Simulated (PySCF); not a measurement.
Magnetisability: `[K][F]`, FK

Geometry:
```
atom   x (Å)   y (Å)   z (Å)
  F1   1.071  -0.007   0.002
  K2  -1.068   0.008  -0.016
```

Computed, not measured: PySCF, GIAO B3LYP/MINI magnetisability, rotational g tensor and spin-rotation constants, non-relativistic, gas phase. Geometry: PBE0-D3(BJ)/def2-SVP.

Problem. What are the magnetisability and the molar susceptibility?

Solution. Isotropic -449 × 10⁻³⁰ J/T², or -27.0 × 10⁻⁶ cm³/mol; principal values -577, -385, -385 × 10⁻³⁰ J/T², anisotropy 192 × 10⁻³⁰ J/T² (root of half the summed squared differences of the principal values). The susceptibility is in cgs units.

Problem. Split it along the inertial axes a, b, c into diamagnetic and paramagnetic parts about the centre of mass, with the quadrupole moment.

Solution. 
```
axis  χ (10⁻⁶ cm³/mol)  diamagnetic (10⁻⁶ cm³/mol)  paramagnetic (10⁻⁶ cm³/mol)  summed x² of all electrons (Å²)  quadrupole Θ (D Å)
   a             -34.8                       -34.8                          0.0                             32.8               -3.80
   b             -23.2                      -156.7                        133.5                              4.1               +1.90
   c             -23.2                      -156.7                        133.5                              4.1               +1.90
```
Anisotropies 2χaa − χbb − χcc = -23.1 and 2χbb − χaa − χcc = +11.6 × 10⁻⁶ cm³/mol. Θ is traceless in Buckingham's convention.

Problem. And the rotational g tensor?

Solution. 
| axis | rotational constant (GHz) | g | nuclear part | electronic part |
| --- | --- | --- | --- | --- |
| b | 8.6505 | -0.0607 | 0.4818 | -0.5424 |
| c | 8.6505 | -0.0607 | 0.4818 | -0.5424 |

Linear; isotopes 19F, 39K; no vibrational averaging.
